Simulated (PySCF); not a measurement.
Job file and geometry (Å, from GFN2-xTB) of an NMR shielding run on `InChI=1S/C7H12S/c8-7-4-1-2-6(7)3-5-7/h6,8H,1-5H2/t6-,7-/m1/s1`, GIAO PBE0/pcSseg-1 NMR shielding, non-relativistic, gas phase (PySCF); density fitting, a coarse starting grid and PySCF grid level 2 are the driver's defaults:

```
$ OMP_NUM_THREADS=1 python probes_run.py task.json out

{"job": {"kind": "nmr", "xc": "PBE0", "basis": "pcSseg-1"}, "charge": 0, "multiplicity": 1}
S      2.031797    -1.497486     0.940315
C      0.730087    -0.559043     0.068535
C     -0.422256    -1.486726    -0.301320
C     -1.652298    -0.578519    -0.292057
C     -1.391714     0.378243     0.873718
C      0.106687     0.649645     0.805496
C      0.568220     1.565666    -0.343784
C      1.223675     0.369915    -1.052358
H      2.803404    -0.443373     1.199532
H     -0.259926    -1.974596    -1.262137
H     -0.519998    -2.259155     0.463947
H     -1.711018    -0.021924    -1.228056
H     -2.576794    -1.139863    -0.169759
H     -1.977789     1.294302     0.803329
H     -1.632361    -0.114293     1.817258
H      0.531943     0.895264     1.777661
H     -0.250440     2.020750    -0.896873
H      1.264745     2.345652    -0.042823
H      2.307644     0.433592    -1.127974
H      0.821245     0.132628    -2.035688
```

Task: What does the program print?

Result: 
```
coarse grid: 16672 points
cycle   1  E = -671.5168811066  dE =  1.098e+00  |g| = 4.010e-01  |ddm| = 4.082e+00
cycle   2  E = -671.5097239659  dE =  7.157e-03  |g| = 4.583e-01  |ddm| = 8.626e-01
cycle   3  E = -671.5630065810  dE = -5.328e-02  |g| = 6.050e-02  |ddm| = 4.962e-01
cycle   4  E = -671.5636875037  dE = -6.809e-04  |g| = 2.970e-02  |ddm| = 1.134e-01
cycle   5  E = -671.5638818683  dE = -1.944e-04  |g| = 7.309e-03  |ddm| = 3.794e-02
cycle   6  E = -671.5638935875  dE = -1.172e-05  |g| = 2.419e-03  |ddm| = 1.046e-02
cycle   7  E = -671.5638949370  dE = -1.349e-06  |g| = 3.007e-04  |ddm| = 3.130e-03
final grid: 154672 points
cycle   8  E = -671.6179803292  dE = -6.715e-05  |g| = 1.011e-02  |ddm| = 4.758e-02
cycle   9  E = -671.6179549460  dE =  2.538e-05  |g| = 1.432e-02  |ddm| = 2.494e-02
cycle  10  E = -671.6180062563  dE = -5.131e-05  |g| = 1.240e-03  |ddm| = 1.628e-02
cycle  11  E = -671.6180065889  dE = -3.326e-07  |g| = 3.600e-04  |ddm| = 1.691e-03
cycle  12  E = -671.6180066187  dE = -2.974e-08  |g| = 7.645e-05  |ddm| = 4.079e-04
cycle  13  E = -671.6180066200  dE = -1.280e-09  |g| = 2.124e-05  |ddm| = 1.266e-04
cycle  14  E = -671.6180066201  dE = -1.057e-10  |g| = 4.559e-06  |ddm| = 2.551e-05
converged SCF energy = -671.6180066201

GIAO shielding tensors (ppm)
atom      isotropic    diamagn.    paramagn.     s11        s22        s33       span
  0 S      483.538    1055.930    -572.392    282.187    423.971    744.455    462.268
  1 C      132.021     251.198    -119.176    112.937    134.697    148.430     35.493
  2 C      144.797     244.865    -100.068    122.518    144.142    167.729     45.211
  3 C      158.252     247.665     -89.413    128.602    169.655    176.498     47.896
  4 C      150.946     246.637     -95.691    127.416    159.312    166.109     38.693
  5 C      133.766     248.765    -114.999     99.612    135.201    166.486     66.874
  6 C      166.556     250.061     -83.505    152.568    165.858    181.243     28.675
  7 C      147.935     248.522    -100.586    124.490    141.090    178.226     53.735
  8 H       29.346      31.252      -1.906     22.248     28.262     37.529     15.280
  9 H       30.073      30.008       0.064     25.840     28.299     36.078     10.238
 10 H       30.169      30.583      -0.413     24.323     29.979     36.206     11.883
 11 H       29.813      30.758      -0.945     26.629     26.940     35.872      9.243
 12 H       29.838      29.237       0.601     24.947     26.710     37.857     12.909
 13 H       30.253      29.917       0.336     25.860     27.284     37.617     11.758
 14 H       29.838      30.383      -0.545     25.176     27.388     36.949     11.773
 15 H       29.304      33.317      -4.013     26.117     28.597     33.196      7.079
 16 H       30.596      30.882      -0.286     26.929     28.592     36.267      9.338
 17 H       29.513      30.660      -1.147     25.540     26.690     36.309     10.769
 18 H       29.538      31.700      -2.162     25.958     28.171     34.485      8.526
 19 H       29.578      30.742      -1.164     26.562     27.262     34.908      8.346
```

Size and cost of the density-fitted run: 203 basis functions, 79 s wall time on 1 thread of an Arm Neoverse N1, shared host; peak memory 0.91 GiB.
